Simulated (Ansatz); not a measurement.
The cluster Ca2Te3, relaxed as a singlet with RKS PBE-D4/def2-SVP in Ansatz, starting from the GFN2-xTB geometry. Force threshold 0.02 eV/Å.

In the def2 sets Te takes a core potential; there is no spin–orbit coupling. The structure comes from a short search, and lower isomers may exist.

Start:

Cartesian coordinates in Å:
```
Ca -0.389 -1.303 1.301
Ca -0.588 0.961 -1.538
Te 2.145 0.222 -0.909
Te 1.342 0.991 1.683
Te -2.510 -0.871 -0.536
```

```
step  energy (eV)  largest force component (eV/Å)  SCF passes
   1  -58745.2386                           0.389          18
   2  -58745.5035                           0.381          23
   3  -58745.7354                           0.238          25
   4  -58745.7968                           0.234          25
   5  -58745.8065                           0.164          20
   6  -58745.8121                           0.010          20
```

Force components are those of the run's own axes.

End:

Cartesian coordinates in Å:
```
Ca -0.1279 -1.4285 0.9798
Ca -0.5803 1.1801 -1.1345
Te 2.1161 -0.2239 -0.7286
Te 1.1044 1.3451 1.4223
Te -2.5124 -0.8728 -0.5389
```

By distances, no bond broke or formed. The bond that changes most is Ca2–Te4, from 3.76 to 3.07 Å (atoms count from 1). The end is the same structure that another start reached, the lowest one found.

No frequencies were taken in this run, so the end may be a saddle point.

It took 27 s on 4 threads of Intel Xeon on a shared host.
